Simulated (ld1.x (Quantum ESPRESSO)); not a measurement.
## What one change does to a pseudopotential (Br (Z = 35), TM)

```
Element                 : Br (Z = 35)
Generator               : ld1.x (Quantum ESPRESSO) 7.5
Type                    : norm-conserving Troullier–Martins (Kleinman–Bylander form)
Functional              : revPBE
Relativity              : scalar-relativistic
Frozen core             : [Ar]
Valence charge          : 17
Reference configuration : 3d10 4s1.75 4p5.25
Partial waves           : 4s (bound): rc 1.20 bohr; 4p (bound): rc 1.20 bohr; 3d (bound): rc 0.65 bohr
Local potential         : all-electron potential smoothed inside 1.05 bohr (lloc = -1)
Core correction         : a·sin(br)/r model core inside 0.50 bohr
```

Change: local potential all-electron potential smoothed inside 0.64 bohr (lloc = -1).

Cutoffs: the cutoffs (Ry, on a coarse ladder) from which the occupation-weighted sum of valence levels, in a spherical-Bessel basis at the reference potential, stays within 10 and 1 mRy of its value at 400 Ry; they do not see the model core or the augmentation charge, which bear on the density cutoff. Errors are all-electron minus pseudo energies relative to the spin-unpolarised reference configuration.

What does the change do?

The bound ghosts move from s to p, s; of the 7 tests that both files solve, the error grows in 3 and shrinks in 3 by more than 15 % and 0.3 meV (median size 13.0 → 4.9 meV); the range in which the s phases agree narrows (upper end at the end of the scan → 1.1); the range in which the p phases agree widens (upper end 0.7 → at the end of the scan). In the separable form a ghost depends on how the local part lies against the semilocal potential of the channel, so the choice of the local part can create or remove one.

| quantity | base | changed |
| --- | --- | --- |
| bound ghosts | s | s, p |
| error for 3d10 4s2 4p5, meV [ΔE -3.07 eV] | +0.4 | +0.3 |
| error for 3d10 4s2 4p4, meV [ΔE 9.45 eV] | +2.9 | -1.8 |
| error for 3d10 4s2 4p3, meV [ΔE 32.17 eV] | +21 | -4.9 |
| error for 3d10 4s1 4p6, meV [ΔE 9.28 eV] | +0.4 | -1.6 |
| error for 3d10 4s1 4p5, meV [ΔE 22.43 eV] | +13 | -5.5 |
| error for 3d9 4s2 4p5, meV [ΔE 75.31 eV] | -236 | -996 |
| error for 3d9 4s2 4p6, meV [ΔE 61.21 eV] | -410 | -1033 |
| s: phases at 1.30 bohr within 0.05 rad from the reference energy up to (Ry; the scan ends near 5) | to the end of the scan | 1.1 |
| p: phases at 1.30 bohr within 0.05 rad from the reference energy up to (Ry; the scan ends near 5) | 0.7 | to the end of the scan |
| d: phases at 1.30 bohr within 0.05 rad from the reference energy up to (Ry; the scan ends near 5) | 2.9 | to the end of the scan |

 A true bound ghost makes a file unfit for plane-wave use even where its test errors are small: the radial tests pick states by their node count and pass the ghost by.
